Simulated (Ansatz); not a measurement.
```yaml
crystal:
  periodic: [false, false, false]
  atoms:
    - {symbol: F, position_ang: [-0.444548, 0.080744, 1.618207]}
    - {symbol: Ge, position_ang: [0.009980, -0.014740, -0.008280]}
    - {symbol: F, position_ang: [1.288075, -1.110397, -0.173147]}
    - {symbol: F, position_ang: [-1.306127, -0.540607, -0.931588]}
    - {symbol: F, position_ang: [0.502519, 1.511299, -0.546592]}
basis:
  gaussian: {orbitals: 6-31G}
magnetization: {spin_polarized: true, initial_magnetization: 1}
hamiltonian: {xc: {name: B2GP-PLYP}}
```

```sh
$ ansatz run in.yaml --threads 2 --pin off --events-out ev --progress --plain --max-ram 22528MiB --backend cpu
```

It prints (some lines left out):

```
Error: a molecule whose nuclei and cores have a total charge of 68 cannot have a net charge of 0 together with 1 unpaired electrons
```

Problem. Something in this input is off. What?

Solution. The number of unpaired electrons doesn't fit the electron count. The input was rejected before any iteration.
